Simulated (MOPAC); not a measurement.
MOPAC input (PM3):

```
PM3 1SCF GEO-OK AUX(PRECISION=9) THREADS=1
C2Si

Si   -0.00084700 1   -0.02387800 1   -0.79962300 1
C     0.63117400 1    0.02625400 1    0.93227300 1
C    -0.62919700 1    0.02946000 1    0.93351300 1
```

Output:

```
 *******************************************************************************
 **                                                                           **
 **                              MOPAC v23.2.5                                **
 **                                                                           **
 *******************************************************************************
 ** MOPAC's Digital Object Identifier: https://doi.org/10.5281/zenodo.6511958 **
 **                                                                           **
 ** Please cite the open-source release paper for use of this MOPAC version:  **
 ** J. E. Moussa and J. J. P. Stewart (2026)                                  **
 ** MOPAC: An open-source semiempirical molecular orbital program             **
 ** J. Open Source Softw., 11(119), 8025, https://doi.org/10.21105/joss.08025 **
 *******************************************************************************

                              PM3 CALCULATION RESULTS

 *******************************************************************************
 *  PM3        - The PM3 Hamiltonian to be used
 *  GEO-OK     - OVERRIDE INTERATOMIC DISTANCE AND OTHER SAFETY CHECKS
 *  1SCF       - DO 1 SCF AND THEN STOP
 *  AUX        - OUTPUT AUXILIARY INFORMATION
 *******************************************************************************
PM3 1SCF GEO-OK AUX(PRECISION=9) THREADS=1
 C2Si

   ATOM   CHEMICAL          X               Y               Z
  NUMBER   SYMBOL      (ANGSTROMS)     (ANGSTROMS)     (ANGSTROMS)

     1      Si         -0.00084700  *  -0.02387800  *  -0.79962300  *
     2       C          0.63117400  *   0.02625400  *   0.93227300  *
     3       C         -0.62919700  *   0.02946000  *   0.93351300  *

          CARTESIAN COORDINATES

    NO.       ATOM           X           Y           Z

     1        Si         -0.0008     -0.0239     -0.7996
     2         C          0.6312      0.0263      0.9323
     3         C         -0.6292      0.0295      0.9335

  C: (PM3): J. J. P. STEWART, J. COMP. CHEM. 10, 209 (1989).
 Si: (PM3): J. J. P. STEWART, J. COMP. CHEM. 10, 209 (1989).

           Empirical Formula: C2 Si  =     3 atoms

      MOLECULAR POINT GROUP   :   C2v

      RHF CALCULATION, NO. OF DOUBLY OCCUPIED LEVELS = 6

 -------------------------------------------------------------------------------
 PM3 1SCF GEO-OK AUX(PRECISION=9) THREADS=1
 C2Si

     1SCF WAS SPECIFIED, SO BFGS WAS NOT USED
     SCF FIELD WAS ACHIEVED

                              PM3 CALCULATION
                                                       MOPAC v23.2.5 Linux

          FINAL HEAT OF FORMATION =        187.68623 KCAL/MOL =     785.27919 KJ/MOL

          COSMO AREA              =         97.81 SQUARE ANGSTROMS
          COSMO VOLUME            =         86.70 CUBIC ANGSTROMS

          IONIZATION POTENTIAL    =          9.554649 EV
          HOMO LUMO ENERGIES (EV) =         -9.555 -1.788
          NO. OF FILLED LEVELS    =          6
          MOLECULAR WEIGHT        =         52.1075         POINT GROUP:  C2v

          MOLECULAR DIMENSIONS (Angstroms)

            Atom       Atom       Distance
            C     3   Si     1     1.84430
            C     2   Si     1     1.18451
            C     3   Si     1     0.00000

          SCF CALCULATIONS        =          1

   ATOM   CHEMICAL          X               Y               Z
  NUMBER   SYMBOL      (ANGSTROMS)     (ANGSTROMS)     (ANGSTROMS)

     1      Si         -0.00084700  *  -0.02387800  *  -0.79962300  *
     2       C          0.63117400  *   0.02625400  *   0.93227300  *
     3       C         -0.62919700  *   0.02946000  *   0.93351300  *

                             CARTESIAN COORDINATES

   1   Si       -0.000847000    -0.023878000    -0.799623000
   2    C        0.631174000     0.026254000     0.932273000
   3    C       -0.629197000     0.029460000     0.933513000

           Empirical Formula: C2 Si  =     3 atoms

      MOLECULAR POINT GROUP   :   C2v

                  EIGENVALUES
 -31.06469 -13.68355 -13.55845 -11.21584  -9.95295  -9.55465  -1.78778  -1.68985
   0.62088   1.73228   1.86495   5.43193

              NET ATOMIC CHARGES AND DIPOLE CONTRIBUTIONS

  ATOM NO.   TYPE          CHARGE      No. of ELECS.   s-Pop       p-Pop
    1         Si           0.712717        3.2873     1.79935     1.48794
    2          C          -0.356359        4.3564     1.54020     2.81616
    3          C          -0.356358        4.3564     1.54020     2.81616
 DIPOLE           X         Y         Z       TOTAL
 POINT-CHG.    -0.006    -0.177    -5.931     5.934
 HYBRID         0.003     0.098     3.275     3.276
 SUM           -0.003    -0.079    -2.656     2.657

          ATOMIC ORBITAL ELECTRON POPULATIONS

     Atom    s        px        py        pz
    1 Si   1.79935   0.33456   0.36271   0.79066
    2  C   1.54020   1.15335   0.81886   0.84394
    3  C   1.54020   1.15344   0.81886   0.84386

 **********************
 *                    *
 * JOB ENDED NORMALLY *
 *                    *
 **********************

 == MOPAC DONE ==
```

The geometry given is a B3LYP-D3(BJ)/def2-TZVP minimum.
